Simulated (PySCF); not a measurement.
## A search over the determinants of HgBi

Unrestricted PBE0; basis Hg def2-SVPD with ECP60, Bi def2-SVPD with ECP60; scalar-relativistic core potentials; PySCF 2.14. Outer shells of the fragments: Hg 5d10 6s2; Bi 5d10 6s2 6p3.

Followed along the bond (rough minima from three points):

| 2Ms+1 | unpaired | ⟨S²⟩ at the start | R at minimum (Å) | Te (eV) |
| --- | --- | --- | --- | --- |
| 4 | σ ↑, π ↑↑ | 3.76 | 3.46 | 0.00 |
| 2 | σ ↓, π ↑↑ | 1.76 | 3.15 | 0.54 |
| 2 | σ ↑, π ↑↓ | 1.76 | 3.28 | 0.61 |
| 2 | π ↑ | 0.75 | 2.82 | 0.89 |
| 2 | σ ↑ | 0.76 | 3.19 | 1.51 |

Solutions found at the starting distance of 2.835 Å, counted from the lowest of them; the search is not exhaustive and high or unbound solutions are not listed, so other states can lie among these:

```csv
2Ms+1,unpaired,term,E (eV),⟨S²⟩,⟨Lz²⟩,μ (D)
4,"σ ↑, π ↑↑",⁴Σ⁻,0.00,3.76,0.00,0.26
2,"σ ↓, π ↑↑",mixed,0.43,1.76,0.00,0.08
2,"σ ↑, π ↑↓",mixed,0.54,1.76,2.01,0.18
2,π ↑,²Π,0.68,0.75,1.01,-2.07
2,σ ↑,mixed,1.41,0.76,2.00,0.28
2,π ↑,²Π,2.25,0.75,1.00,2.78
4,π ↑↑↑,⁴Π,3.55,3.76,1.00,3.03
4,"σ ↑↑, π ↑",⁴Π,4.01,3.76,1.02,-3.15
4,π ↑↑↑,⁴Π,8.64,3.76,1.00,-1.65
4,"π ↑↑, δ ↑",⁴Δ,8.80,3.76,4.00,-1.83
```

A term symbol is given only where ⟨S²⟩ and ⟨Lz²⟩ are close to those of a pure state; real π, δ and φ orbitals otherwise mix terms. A positive dipole means Hg(−)Bi(+).

Q: Compare the gap between the two lowest followed solutions at the starting distance with the gap between their minima.

A: At PBE0 the second solution (Ms = 0.5 of mixed spin, unpaired electrons σ ↓, π ↑↑) lies +0.43 eV from the first (quartet, unpaired electrons σ ↑, π ↑↑) at 2.835 Å and +0.54 eV at the minima; the two curves relax by different amounts, since their minima lie near 3.15 and 3.46 Å.

Spin–orbit coupling is left out, which matters for elements this heavy, above all for dissociation energies. Counting both spins, an empty level lies below a filled one in some of these solutions, because spin and occupation are held.
